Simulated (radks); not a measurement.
Results of a calculation; reference values are marked as such.
Initial-state core-level shifts of the hafnium ion Hf+ when its valence configuration changes from [Xe] 4f14 5d1 6s2. Code: a radial shooting solver on a logarithmic mesh with Libxc functionals. Model: scalar-relativistic Kohn-Sham, LDA (Slater exchange, Perdew-Wang correlation), spin-unpolarised, spherical densities, finite nucleus; Fermi nuclear charge, rms radius 5.347 fm. Shifts are changes of the shell-averaged eigenvalues in eV (positive: less bound); the change of the density at the nucleus, which sets a Mossbauer isomer shift, is in e/bohr^3, on a base of 1.277e+06.

valence                    2p       3s       4s       4p  density at nucleus
4f13 5d2 6s2           -9.269  -10.483   -9.788   -9.549               +70.9
4f14 5d1 6s1 6p1       -1.490   -1.486   -1.491   -1.492               -71.8
4f14 5d2 6s1           +2.384   +2.340   +2.350   +2.357               -85.2
4f12 5d3 6s2          -19.233  -21.853  -20.181  -19.651              +147.0
4f12 5d3 6p2          -22.080  -24.710  -23.045  -22.514               -24.9
4f12 5d1 6p4          -31.350  -33.819  -32.108  -31.581                -4.9
4f13.5 5d1 6s2 6p0.5   -6.679   -7.231   -6.920   -6.810               +47.5
4f14 5d0.5 6s2 6p0.5   -2.088   -2.055   -2.062   -2.066               +12.3
4f13 5d1 6p3          -16.491  -17.638  -16.947  -16.713               -82.3
